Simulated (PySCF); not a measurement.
## Correlation energy of Fe⁺ (iron, charge +1)

[Ar] 3d6 4p1, one real determinant (an excited configuration). All numbers are calculated (PySCF 2.14, scalar relativity by spin-free X2C-1e, in x2c-TZVPPall). Frozen: [Ar]; 7 electrons correlated.

```tsv
level	correlation energy (mhartree)
CCSD	-138.75
(T)	-3.16
CCSD(T)	-141.91
```

Diagnostics: T1 = 0.0097, D1 = 0.0240, largest double amplitude 0.060.

The real determinant used has ⟨L²⟩ near 8 against 12 for a pure F term, so it mixes terms.

Cost of the coupled-cluster step: roughly 11 core-seconds, for 7 correlated electrons.

Iterations:

```
CC2 = 0
CCSD nocc = (np.int64(6), np.int64(1)), nmo = (55, 55)
frozen orbitals [[0, 1, 2, 3, 4, 5, 6, 7, 8], [0, 1, 2, 3, 4, 5, 6, 7, 8]]
max_cycle = 100
direct = 0
conv_tol = 1e-08
conv_tol_normt = 1e-06
diis_space = 8
diis_start_cycle = 0
Init t2, MP2 energy = -0.13417049079907
Init E_corr(UCCSD) = -0.134170490799521
cycle = 1  E_corr(UCCSD) = -0.136374614076637  dE = -0.00220412328  norm(t1,t2) = 0.0299926
cycle = 2  E_corr(UCCSD) = -0.137612393118117  dE = -0.00123777904  norm(t1,t2) = 0.0121094
cycle = 3  E_corr(UCCSD) = -0.138134827898468  dE = -0.00052243478  norm(t1,t2) = 0.00790351
cycle = 4  E_corr(UCCSD) = -0.138369733003686  dE = -0.000234905105  norm(t1,t2) = 0.00519374
cycle = 5  E_corr(UCCSD) = -0.138524712085446  dE = -0.000154979082  norm(t1,t2) = 0.00436543
cycle = 6  E_corr(UCCSD) = -0.13867235017176  dE = -0.000147638086  norm(t1,t2) = 0.00290014
cycle = 7  E_corr(UCCSD) = -0.138746763505117  dE = -7.44133334e-05  norm(t1,t2) = 0.00147305
cycle = 8  E_corr(UCCSD) = -0.138748376915987  dE = -1.61341087e-06  norm(t1,t2) = 0.000477256
cycle = 9  E_corr(UCCSD) = -0.138750731805637  dE = -2.35488965e-06  norm(t1,t2) = 0.000216857
cycle = 10  E_corr(UCCSD) = -0.138751336461715  dE = -6.04656078e-07  norm(t1,t2) = 0.000548364
cycle = 11  E_corr(UCCSD) = -0.138754380180711  dE = -3.043719e-06  norm(t1,t2) = 0.000104914
cycle = 12  E_corr(UCCSD) = -0.138754871632946  dE = -4.91452235e-07  norm(t1,t2) = 3.90719e-05
cycle = 13  E_corr(UCCSD) = -0.138754400751594  dE = 4.70881351e-07  norm(t1,t2) = 2.08928e-05
cycle = 14  E_corr(UCCSD) = -0.138754342258248  dE = 5.84933459e-08  norm(t1,t2) = 7.42896e-06
cycle = 15  E_corr(UCCSD) = -0.138754462558887  dE = -1.20300638e-07  norm(t1,t2) = 4.0533e-06
cycle = 16  E_corr(UCCSD) = -0.138754559379568  dE = -9.68206809e-08  norm(t1,t2) = 2.27015e-06
cycle = 17  E_corr(UCCSD) = -0.138754610422167  dE = -5.10425995e-08  norm(t1,t2) = 1.6315e-06
cycle = 18  E_corr(UCCSD) = -0.138754648008743  dE = -3.75865762e-08  norm(t1,t2) = 1.32844e-06
cycle = 19  E_corr(UCCSD) = -0.138754647558844  dE = 4.49899479e-10  norm(t1,t2) = 1.65155e-06
cycle = 20  E_corr(UCCSD) = -0.138754648566009  dE = -1.00716466e-09  norm(t1,t2) = 1.55661e-06
cycle = 21  E_corr(UCCSD) = -0.138754648223914  dE = 3.42095074e-10  norm(t1,t2) = 1.55185e-06
cycle = 22  E_corr(UCCSD) = -0.138754649962628  dE = -1.73871487e-09  norm(t1,t2) = 1.61785e-06
cycle = 23  E_corr(UCCSD) = -0.138754655227581  dE = -5.26495261e-09  norm(t1,t2) = 1.65828e-06
cycle = 24  E_corr(UCCSD) = -0.138754676786411  dE = -2.15588302e-08  norm(t1,t2) = 1.14817e-06
cycle = 25  E_corr(UCCSD) = -0.138754693107877  dE = -1.6321466e-08  norm(t1,t2) = 7.59428e-07
cycle = 26  E_corr(UCCSD) = -0.138754714503794  dE = -2.13959167e-08  norm(t1,t2) = 5.04175e-07
cycle = 27  E_corr(UCCSD) = -0.138754716106349  dE = -1.60255542e-09  norm(t1,t2) = 5.59152e-07
UCCSD converged
E(UCCSD) = -1271.072017314928  E_corr = -0.1387547161063493
UCCSD(T) correction = -0.00315956686059862
```

The basis was made for the ground configuration and has no added diffuse functions, which can raise the energy of the promoted electron.

The reference is one real determinant that mixes LS terms of this configuration.
